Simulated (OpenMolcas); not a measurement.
Systems:
- [CrCl4]2-, a model complex in vacuum: D2d tetrahedron, bonds 62° from the S4 axis, Cr–Cl 2.36 Å; shape imposed, not necessarily the one it adopts

Method: state-averaged CASSCF on the open d shell with SC-NEVPT2, ANO basis sets as named, scalar-relativistic DKH2, RICD, in OpenMolcas. State energies are spin-free and vertical. Orbital splittings and repulsion parameters are fits to the integrals of the highest spin's CASSCF orbitals. Times are rough, from shared cores.

| case | ground state | first state of the same spin (cm⁻¹) | first state of another spin (cm⁻¹) | Racah B (cm⁻¹) | basis functions | relative time |
|---|---|---|---|---|---|---|
| ANO-RCC-VDZP | 5B2 | 5E 3460 | 3E(1) 14490 | 973 | 106 | 2 |
| ANO-RCC-MB | 5B2 | 5E 4170 | 3E(1) 16490 | 892 | 54 | 1 |
| ANO-RCC-VDZ | 5B2 | 5E 3520 | 3E(1) 15830 | 978 | 79 | 1 |
| ANO-RCC-VTZP | 5B2 | 5E 3410 | 3E(1) 13480 | 984 | 195 | 10 |

The minimal active space holds the metal's open shell only. Bond lengths were set by rule and not optimised; energies are vertical at this geometry. Gaps under about 300 cm⁻¹ between spin-free states are not resolved by the perturbation step. Anions stand alone here, with no counter-ions or solvent.
